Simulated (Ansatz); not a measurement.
CdF2 (the lowest singlet isomer of a short search), 3 atoms. Hardware: 2 threads of Arm Neoverse V2 on a shared host.

In the def2 sets Cd takes a core potential; there is no spin–orbit coupling. Correlated methods freeze 2 core orbitals; core or outer-core shells of Cd are correlated, in sets that lack core-valence functions.

**Question.** How many basis functions does each of these Ansatz runs have, and roughly what does it cost? PBE0-D4/def2-TZVP, charge 0 triplet, energy, from earlier orbitals; MP2/def2-TZVP, charge 0 triplet, energy, from earlier orbitals; MP2/def2-TZVP, charge 0 quintet, energy, from earlier orbitals; r2SCAN-D4/def2-TZVP, charge 0 quintet, relaxation, 10 steps; r2SCAN-D4/def2-TZVPD, charge -1 doublet at the geometry of the charge 0 singlet, energy, from earlier orbitals; PBE-QIDH/def2-TZVP, charge 0 singlet, energy, from earlier orbitals; r2SCANh-D4/def2-TZVP, charge 0 singlet, energy, from earlier orbitals; revPBE-D4/def2-TZVP, charge 0 quintet, energy, from earlier orbitals; r2SCAN-D4/def2-TZVP, charge 0 quintet, energy, from earlier orbitals; CCSD(T)/def2-TZVPP, charge 0 triplet, energy, from earlier orbitals; B2PLYP/def2-TZVP, charge 0 quintet, energy, from earlier orbitals; PBE-D4/def2-TZVPD, charge 0 singlet, energy, from earlier orbitals.

**Answer.** Other jobs shared the machine, so times can vary by a factor of up to 3. A dash marks memory too small to be measured apart from the calling script's.

```
                                                                                                           run  functions  fitting or Cholesky vectors  wall time  peak host memory (GiB)
                                            PBE-D4/def2-TZVPD, charge 0 singlet, energy, from earlier orbitals        120                          763      0.9 s                       –
                                                MP2/def2-TZVP, charge 0 quintet, energy, from earlier orbitals        102                          788      1.1 s                       –
                                         r2SCANh-D4/def2-TZVP, charge 0 singlet, energy, from earlier orbitals        102                          681      1.7 s                       –
                                                MP2/def2-TZVP, charge 0 triplet, energy, from earlier orbitals        102                          788      1.7 s                       –
                                           PBE-QIDH/def2-TZVP, charge 0 singlet, energy, from earlier orbitals        102                          788      1.9 s                       –
                                            PBE0-D4/def2-TZVP, charge 0 triplet, energy, from earlier orbitals        102                          732      2.7 s                       –
                                          revPBE-D4/def2-TZVP, charge 0 quintet, energy, from earlier orbitals        102                          681        3 s                       –
r2SCAN-D4/def2-TZVPD, charge -1 doublet at the geometry of the charge 0 singlet, energy, from earlier orbitals        120                          763      3.7 s                       –
                                             B2PLYP/def2-TZVP, charge 0 quintet, energy, from earlier orbitals        102                          788      4.2 s                       –
                                          r2SCAN-D4/def2-TZVP, charge 0 quintet, energy, from earlier orbitals        102                          681      9.5 s                       –
                                           CCSD(T)/def2-TZVPP, charge 0 triplet, energy, from earlier orbitals        118                          806       40 s                     1.1
                                                   r2SCAN-D4/def2-TZVP, charge 0 quintet, relaxation, 10 steps        102                          681    5.4 min                       –
```
